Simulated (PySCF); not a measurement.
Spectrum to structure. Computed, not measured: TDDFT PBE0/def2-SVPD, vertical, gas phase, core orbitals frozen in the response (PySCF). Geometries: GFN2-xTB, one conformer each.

| state | E (eV) | λ (nm) | f |
| --- | --- | --- | --- |
| S1 | 6.88 | 180.2 | 0.0016 |
| S2 | 7.21 | 171.9 | 0.0075 |
| S3 | 7.36 | 168.4 | 0.012 |
| S4 | 7.44 | 166.7 | 0.0026 |
| S5 | 7.61 | 162.9 | 0.0012 |
| S6 | 7.75 | 160.0 | 0.0097 |
| S7 | 7.81 | 158.8 | 0.051 |
| S8 | 7.99 | 155.2 | 0.012 |

Orbital energies (eV): HOMO-3 -9.24, HOMO-2 -8.69, HOMO-1 -8.42, HOMO -8.08, LUMO 0.28, LUMO+1 0.38, LUMO+2 0.69.

Question: Which candidate is it? All have the formula C3H7ClOSi.
A. `C[Si@@H](C=O)CCl`
B. `O[SiH2][C@@H]1C[C@@H]1Cl`
C. `C(OC(Cl)=C)[SiH3]`

Answer: B. Its S1, at 6.88 eV, is the highest among the candidates; the nearest of the others has S1 at 5.68 eV. S1 is HOMO→LUMO+1 (66%), HOMO→LUMO (28%). Löwdin shares by element: HOMO carbon 46%, chlorine 41%; LUMO chlorine 26%, silicon 19%, oxygen 11%, carbon 9% or more (atoms not listed hold the other 34%). At the same level the other candidates give, for their lowest levels:
- `C=C(Cl)OC[SiH3]`: 5.68 eV (f 0.001); 6.18 eV (f 0.006); 6.52 eV (f 0.362); 6.61 eV (f 0.002); 6.85 eV (f 0.002); T1 4.05 eV; HOMO -6.74, LUMO 0.20 eV
- `C[Si@@H](C=O)CCl`: 3.19 eV (f 0.001); 5.58 eV (f 0.003); 6.01 eV (f 0.022); 6.10 eV (f 0.001); 6.49 eV (f 0.044); T1 2.46 eV; HOMO -7.10, LUMO -1.73 eV

Shape of the structure used: `[OH:1][SiH2:2][C@@H:3]1[CH2:4][C@@H:5]1[Cl:6]`: O1–Si2–C3–C4 28°, H–O1–Si2–C3 52°.
Triplets come from the Tamm–Dancoff approximation.

Without π bonds the low states are Rydberg-like; a valence basis with one diffuse set may place them up to an eV too high.
